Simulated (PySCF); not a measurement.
Results of a calculation; reference values are marked as such.
# AlSi2H7NO2

The system: AlSi2H7NO2, a small molecule (built as: end group NH); neutral, doublet. The structure, one conformer, was relaxed in the gas phase by PBE0-D3(BJ)/def2-SVP. No frequency run checks that it is a minimum.

SMILES: [NH][Al]([O][SiH3])[O][SiH3]

```xyz
13

Si   -0.524    0.465   -2.869
O    -0.195   -0.263   -1.432
Al    0.177   -0.956    0.061
O     0.242   -0.008    1.455
Si    0.323    0.980    2.767
N     0.691   -2.671    0.137
H     0.443    0.012   -3.914
H    -1.909    0.118   -3.313
H    -0.423    1.950   -2.737
H     1.504    1.891    2.660
H     0.456    0.170    4.017
H    -0.916    1.810    2.869
H     0.142   -3.515    0.307
```
Atom numbers follow the order of the file, from 1.

EPR values by unrestricted B3LYP, IGLO-III on Al N O Si, pcH-1 on H.

(1) Predict g and the largest hyperfine couplings. Where does the spin sit?

(2) How do the isotropic couplings move with BHandHLYP?

Results:

(1) g = 2.0023, 2.0039, 2.0132. The spin sits on N6 (103 %, bonded to 1 Al + 1 H) by Mulliken populations.
| atom | isotope | isotropic (MHz) | dipolar, principal values (MHz) |
| --- | --- | --- | --- |
| H13 | 1H | -58.5 | -52.3, -8.6, 61.0 |
| N6 | 14N | 28.1 | -42.2, -40.0, 82.2 |
| Al3 | 27Al | -63.1 | -4.8, 1.4, 3.4 |
| O4 | 17O | -3.5 | -4.7, 2.2, 2.5 |
| O2 | 17O | -3.3 | -4.7, 2.2, 2.5 |
| H9 | 1H | 1.6 | -0.5, -0.5, 1.0 |

(2) H13 -58.5 to -67.0 MHz, N6 28.1 to 37.5 MHz, Al3 -63.1 to -69.0 MHz, O4 -3.5 to -3.5 MHz.

The 2 runs behind this took 2.3 min in all, one thread each of Intel Xeon 6975P-C on a shared host, launched as `OMP_NUM_THREADS=1 python cluster_run.py task.json out`.
